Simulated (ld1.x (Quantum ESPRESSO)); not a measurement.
**Configuration tests for Pd (PAW)**

```json
{"Element": "Pd (Z = 46)", "Generator": "ld1.x (Quantum ESPRESSO) 7.5", "Type": "PAW", "Functional": "PBEsol", "Relativity": "scalar-relativistic", "Frozen core": "[Kr]", "Valence charge": "10", "Reference configuration": "4d9 5s1 5p0", "Partial waves": "5s (bound): rcut 1.80, rcutus 2.25 bohr; 5s channel at 1.65 Ry: rcut 1.80, rcutus 2.25 bohr; 5p (bound, empty): rcut 3.25, rcutus 4.10 bohr; 5p channel at 1.2 Ry: rcut 3.25, rcutus 4.10 bohr; 4d (bound): rcut 1.20, rcutus 1.40 bohr; 4d channel at 0.4 Ry: rcut 1.20, rcutus 1.40 bohr", "Local potential": "all-electron potential smoothed inside 3.10 bohr (lloc = -1)", "Core correction": "a·sin(br)/r model core inside 0.75 bohr", "Augmentation charge": "PSQ, inside the norm-conserving radii"}
```

Energies are relative to the spin-unpolarised reference configuration 4d9 5s1 5p0; without spin polarisation the order of configurations can differ from experiment.

(1) Give the all-electron excitation energy and the error of the potential for: 4d10 5s0 5p0; 4d9 5s0 5p0; 4d8 5s0 5p0; 4d6 5s0 5p0; 4d9.5 5s0 5p0; 4d9 5s0 5p1; 4d7 5s0 5p0.

Note: ghost state, extra bound levels that the all-electron valence spectrum of the same l lacks: s at -29.1 eV. A true bound ghost makes a file unfit for plane-wave use.

## Answers

(1)

```csv
valence configuration,charge,ΔE all-electron (eV),error AE − PS (meV)
4d10 5s0 5p0,0,-1.511,-27
4d9 5s0 5p0,+1,7.609,-4.3
4d8 5s0 5p0,+2,28.427,-56
4d6 5s0 5p0,+4,112.099,-1137
4d9.5 5s0 5p0,+0.5,1.725,-15
4d9 5s0 5p1,0,3.801,-1.3
4d7 5s0 5p0,+3,62.775,-360
```
